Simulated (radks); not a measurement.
Species: Pb LXXV. Configuration: [He] 2s2 2p4.

All-electron calculation, Dirac Kohn-Sham, PBE, spin-unpolarised, spherical densities, point nucleus; open shells are shared between the two j in proportion to 2j + 1. Program: a radial shooting solver on a logarithmic mesh with Libxc functionals.

Energy parts (eV):
| part | energy |
|---|---|
| total | -338342.84 |
| kinetic | 414473.84 |
| electron-nucleus | -766643.39 |
| Hartree | 17355.11 |
| exchange-correlation | -3528.39 |

Orbitals (lengths in bohr, moments of r in powers of bohr; <r^-3> diverges for s and p1/2; r(90%) holds 90 % of the orbital's charge):
| orbital | occ. | eigenvalue (eV) | <1/r> | <r> | <r^-3> | r(90%) |
|---|---|---|---|---|---|---|
| 1s1/2 | 2 | -96023.93 | 101.6 | 0.01601 | - | 0.0293 |
| 2s1/2 | 2 | -22981.50 | 25.77 | 0.06530 | - | 0.102 |
| 2p1/2 | 1.33333 | -22546.96 | 25.62 | 0.05336 | - | 0.0889 |
| 2p3/2 | 2.66667 | -20220.53 | 20.51 | 0.06177 | 24930 | 0.0998 |

The highest occupied level is 2p3/2 at -20221 eV. The density falls to 0.001 e/bohr^3 at r = 0.28 bohr. For comparison, the ionisation energy in NIST's Atomic Spectra Database is 20380 eV (theoretical). In exact Kohn-Sham theory the highest level is minus the ionisation energy, but local and semilocal functionals leave it too shallow, through self-interaction and a potential that decays too fast; potentials with the right tail come closer.

Beside tabulated values, note that spin-unpolarised runs miss the spin-polarisation part of the exchange energy of open shells.
